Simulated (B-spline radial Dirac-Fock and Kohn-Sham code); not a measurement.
# Ta⁶⁰⁺: eigenvalues, ΔSCF and the reference

System: tantalum as Ta⁶⁰⁺ in the configuration [Ne] 3s2 3p1.

The density-functional columns are spherical, spin-unpolarised Dirac-Kohn-Sham results without Breit or QED terms: −ε is minus the orbital energy of the initial state and ΔSCF the difference of two total energies. The reference in the last column comes from multi-electron Dirac-Fock with separately optimised hole states, Breit and Lamb-shift corrections added in first order. All numbers are from a radial B-spline solver, in eV; a selection of levels is shown. For the 1s level of heavy atoms much of the gap between ΔSCF and the reference is the Breit and QED part, -329.8 eV here; for other levels the error of the functional can be larger.

```tsv
level	LDA −ε	LDA ΔSCF	Dirac-Fock
1s	72147.2	72750.7	72428.4
2s	16235.6	16384.7	16421.0
2p1/2	15798.5	15979.6	15926.2
2p3/2	14491.7	14653.8	14631.2
3s	6609.2	6670.1	6650.9
3p	6219.0	6281.6	6273.9
```

Values without a named source are computed, but for edge energies of neutral atoms, which are taken from tables.
